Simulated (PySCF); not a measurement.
Al(OH)3 anion (AlH3O3), SMILES [OH][Al]([OH])[OH] (connectivity only; charge and spin as stated), charge -1, multiplicity 2. Atoms are numbered in the order given.

```xyz
7

Al     0.0058    -0.0723     0.3419
O     -1.6163     0.3843    -0.2508
H     -2.2985    -0.2664    -0.0770
O      1.0361     1.3415     0.0257
H      0.5228     2.1500    -0.0407
O      0.6853    -1.5651    -0.3552
H      0.8596    -2.2287     0.3153
```
Charge -1, spin multiplicity 2.

Geometry: PBE0-D3(BJ)/def2-SVPD. The multiplicity is an assumed one; other spin states were not compared. The isomer is the one that the SMILES or the coordinates give; other isomers of the formula were not compared. Other conformers were not sampled.

All values below come from r2SCAN/def2-TZVPD in PySCF.

Gas-phase values at a fixed geometry. A positive occupied level means that this level leaves the electron formally unbound; only the finite basis holds it.

```json
{
  "total_energy": "-470.06774 hartree",
  "α spin, highest occupied and lowest empty level": "1.23 and 3.62 eV",
  "β spin, highest occupied and lowest empty level": "-2.12 and 2.65 eV",
  "dipole_moment_about_the_centre_of_nuclear_charge": "1.41 D",
  "mean_static_polarisability": "118.1 bohr³ (17.50 Å³)",
  "polarisability_principal_values": "102.5, 118.9, 132.9 bohr³",
  "⟨S²⟩": "0.752 (pure state 0.75)"
}
```
